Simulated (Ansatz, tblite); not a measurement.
Forces on Ti2O5H2 at its PBE-D4/def2-SVP geometry. Total charge 0; singlet.

The xTB rows come from tblite. The structure holds 1 bond(s) between oxygen atoms. No other spin state of charge 0 was run. Another isomer (singlet) lies 3.83 eV lower at PBE0-D4/def2-TZVP; other spin states weren't run for this one.

GFN1-xTB (tblite), largest force 1.32 eV/Å:

```xyz
9
positions Å, forces eV/Å
Ti    0.640   -0.292    0.476   -0.537    0.370    0.360
Ti   -1.186    0.504   -1.095   -0.327    0.206    0.102
O    -1.647    1.058    0.634    1.056   -0.673   -0.374
O    -0.639    0.621    1.519    0.126   -0.273   -1.206
O    -0.684   -1.130   -0.490    0.547    0.595    0.236
O     0.543    0.990   -0.842   -0.193   -0.686    0.449
O     2.096   -1.007    1.244   -0.713    0.244   -1.038
H     2.926   -1.502    1.146   -0.542    0.360    0.292
H    -2.050    0.757   -2.591    0.583   -0.142    1.179
```

GFN2-xTB (tblite), largest force 1.26 eV/Å:

```
Ti 0.464 -0.090 1.079
Ti -0.981 0.483 -0.510
O 0.193 -0.240 -0.777
O 0.629 -0.433 -0.417
O 0.463 0.266 0.045
O 0.016 -0.507 0.173
O -0.816 0.325 -0.904
H -0.488 0.310 0.178
H 0.521 -0.114 1.133
```

PBE-D4/def2-TZVP (Ansatz), largest force 0.74 eV/Å:

```
Ti -0.252 0.121 -0.149
Ti -0.166 0.058 -0.227
O -0.316 0.190 0.039
O 0.091 -0.003 0.303
O -0.059 -0.353 -0.026
O 0.267 0.209 -0.119
O 0.636 -0.339 0.171
H -0.170 0.107 0.054
H -0.030 0.010 -0.046
```
